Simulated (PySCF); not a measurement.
Gas-phase reaction: GaH + O ⇌ GaOH

Method: PySCF energies (xtb for GFN2) plus ideal-gas RRHO corrections (1 bar). † marks an energy on the PBE0/def2-TZVP geometry and frequencies; other levels use their own. CCSD(T) freezes the core. 6-31G* has spherical d functions here. Open shells (unrestricted): O (multiplicity 3, electronic degeneracy 9); the rest are closed-shell singlets. GFN2 has no spin-polarisation term. Spin-orbit splitting is ignored; it lowers the true energy and changes the entropy of O. B3LYP is the form with VWN-RPA correlation. Ga: all electrons, no relativistic terms. GaH, GaOH: computed as isolated molecules; such fragments, hydroxides, amides, oligomers or adducts are transient or little studied in the gas. CCSD(T) isn't extrapolated to the basis-set limit; its ΔH°(298 K) is -552.8 kJ in def2-SVP and -590.6 kJ in def2-TZVPP. The harmonic model lacks anharmonicity and excited electronic states, which grow with temperature; levels with a mode under 35 cm⁻¹ are left out. Warning, point group unlike the PBE0 one: GaOH (GFN2-xTB).

```json
[
 {"level": "B3LYP/6-31G*", "ΔE electronic, kJ": "-586", "ΔH°(298 K), kJ": "-570", "ΔS°(298 K), J/K": "-114", "ΔG°(1400 K), kJ": "-404"},
 {"level": "B3LYP/def2-TZVP†", "ΔE electronic, kJ": "-611", "ΔH°(298 K), kJ": "-595", "ΔS°(298 K), J/K": "-114", "ΔG°(1400 K), kJ": "-430"},
 {"level": "CCSD(T)/def2-SVP†", "ΔE electronic, kJ": "-569", "ΔH°(298 K), kJ": "-553", "ΔS°(298 K), J/K": "-114", "ΔG°(1400 K), kJ": "-387"},
 {"level": "CCSD(T)/def2-TZVPP†", "ΔE electronic, kJ": "-607", "ΔH°(298 K), kJ": "-591", "ΔS°(298 K), J/K": "-114", "ΔG°(1400 K), kJ": "-425"},
 {"level": "GFN2-xTB", "ΔE electronic, kJ": "-1045", "ΔH°(298 K), kJ": "-1024", "ΔS°(298 K), J/K": "-132", "ΔG°(1400 K), kJ": "-833"},
 {"level": "HF/6-31G*", "ΔE electronic, kJ": "-357", "ΔH°(298 K), kJ": "-339", "ΔS°(298 K), J/K": "-115", "ΔG°(1400 K), kJ": "-172"},
 {"level": "HF/def2-TZVP†", "ΔE electronic, kJ": "-387", "ΔH°(298 K), kJ": "-371", "ΔS°(298 K), J/K": "-114", "ΔG°(1400 K), kJ": "-205"},
 {"level": "PBE0/def2-QZVP†", "ΔE electronic, kJ": "-620", "ΔH°(298 K), kJ": "-604", "ΔS°(298 K), J/K": "-114", "ΔG°(1400 K), kJ": "-439"},
 {"level": "r2SCAN/def2-TZVP†", "ΔE electronic, kJ": "-629", "ΔH°(298 K), kJ": "-613", "ΔS°(298 K), J/K": "-114", "ΔG°(1400 K), kJ": "-447"},
 {"level": "ωB97M-V/def2-TZVP†", "ΔE electronic, kJ": "-622", "ΔH°(298 K), kJ": "-606", "ΔS°(298 K), J/K": "-114", "ΔG°(1400 K), kJ": "-440"},
 {"level": "ωB97X-V/def2-TZVP†", "ΔE electronic, kJ": "-620", "ΔH°(298 K), kJ": "-603", "ΔS°(298 K), J/K": "-114", "ΔG°(1400 K), kJ": "-438"}
]
```
ΔH° is lowest at GFN2-xTB and highest at HF/6-31G*. No reference value is set beside these.
